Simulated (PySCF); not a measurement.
BH5OSn, SMILES B[O][SnH3].

Coordinates come from a B3LYP-D3(BJ)/def2-SVP optimisation. The def2 effective core potentials stand for the cores of Sn; spin–orbit coupling is left out.

All values below come from HF/def2-TZVPD (PySCF).

Symmetry labels are those of the subgroup Cs that the program uses (full group Cs).

### Question
List the valence orbital energies around the gap with their symmetry. (The exact figures need the calculation; the answer reports its results.)

### Answer

```tsv
orbital	symmetry	energy (eV)
HOMO−7	A'	-19.70
HOMO−6	A'	-17.71
HOMO−5	A'	-15.35
HOMO−4	A'	-15.00
HOMO−3	A"	-14.26
HOMO−2	A'	-12.67
HOMO−1	A"	-12.42
HOMO	A'	-11.19
LUMO	A'	1.21
LUMO+1	A'	1.46
LUMO+2	A'	1.99
LUMO+3	A"	2.18
```
